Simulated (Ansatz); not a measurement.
Reaction (hydrogenolysis of a C–Ge bond): `C=N[C](=C)[GeH3]` + H₂ → `C=CN=C` + GeH₄

Isolated molecules relaxed with PBE0-D4/def2-TZVP in Ansatz; ΔE leaves out vibrations. CCSD(T)/CBS adds triple-zeta CCSD(T) − MP2 to the extrapolated MP2 energy (def2 sets, frozen cores). This one scheme is used for every species. Functionals use def2-TZVPP. B3LYP here is the variant with VWN-RPA as its local correlation; programs differ in this. For Ge outer-core shells are correlated without core-valence functions, which leaves a few kJ/mol of doubt a bond. Scalar relativity is left out up to krypton. One conformer a species, not always the lowest.

```json
{"level": "PBE-D4", "ΔE (kcal/mol)": "-9.0", "difference from CCSD(T)/CBS": "-0.6"}
{"level": "r2SCAN-D4", "ΔE (kcal/mol)": "-9.7", "difference from CCSD(T)/CBS": "-1.3"}
{"level": "B3LYP-D4", "ΔE (kcal/mol)": "-10.3", "difference from CCSD(T)/CBS": "-1.9"}
{"level": "ωB97X-V", "ΔE (kcal/mol)": "-10.7", "difference from CCSD(T)/CBS": "-2.3"}
{"level": "ωB97M-V", "ΔE (kcal/mol)": "-10.3", "difference from CCSD(T)/CBS": "-1.9"}
{"level": "B3LYP", "ΔE (kcal/mol)": "-13.8", "difference from CCSD(T)/CBS": "-5.4"}
{"level": "HF/def2-TZVPP", "ΔE (kcal/mol)": "-17.6", "difference from CCSD(T)/CBS": "-9.2"}
{"level": "MP2/def2-TZVPP", "ΔE (kcal/mol)": "-7.0", "difference from CCSD(T)/CBS": "1.4"}
{"level": "SCS-MP2/def2-QZVPP", "ΔE (kcal/mol)": "-8.7", "difference from CCSD(T)/CBS": "-0.3"}
{"level": "MP2/CBS(def2)", "ΔE (kcal/mol)": "-6.3", "difference from CCSD(T)/CBS": "2.1"}
{"level": "CCSD(T)/CBS", "ΔE (kcal/mol)": "-8.4", "difference from CCSD(T)/CBS": "0"}
```

Largest T1 diagnostic among the species: 0.013.

The D4 term adds +3.5 kcal/mol with B3LYP and +1.9 kcal/mol with PBE0; it sums over pairs of atoms, weighted by their polarisabilities, and B3LYP, whose exchange is more repulsive, gets the larger term. In def2-TZVPP, CCSD(T) changes the Hartree–Fock value by +8.5 kcal/mol (the triples alone add +1.7 kcal/mol) and MP2 by +10.7 kcal/mol. From PBE to PBE0 (25 % exact exchange), in def2-TZVPP and without D4, ΔE moves by −1.0 kcal/mol.
